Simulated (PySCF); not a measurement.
C4H6NO, SMILES O=C1CCC[N]1 (connectivity only; charge and spin as stated), charge -1, multiplicity 1. The structure is a stationary point at PBE-D3(BJ)/def2-SVPD. The spin state was assumed, not searched. The isomer is the one that the SMILES or the coordinates give; other isomers of the formula were not compared. One conformer was computed; it need not be the lowest.

All values below come from PBE-D3(BJ)/def2-SVPD run with PySCF.

Harmonic wavenumbers (cm⁻¹): 153, 225, 463, 527, 616, 678, 765, 851, 856, 892, 974, 1008, 1047, 1101, 1133, 1167, 1196, 1236, 1247, 1338, 1393, 1409, 1428, 1630, 2748, 2868, 2925, 2936, 2975, 3009. Rotational constants (GHz): 7.323, 3.471, 2.496; symmetry number 1.

Work out the zero-point energy and the ideal-gas rigid-rotor harmonic-oscillator thermochemistry at 298.15 K and 1 atm.

ZPE = ½ Σ hcν = ½ × 40794 cm⁻¹ = 244.00 kJ/mol. H − E(el) = 260.26 kJ/mol. Entropy in J/(mol K): translation 164.02, rotation 108.91, vibration 33.51, total 306.44. G − E(el) = 168.90 kJ/mol. Cp = 89.17 J/(mol K).
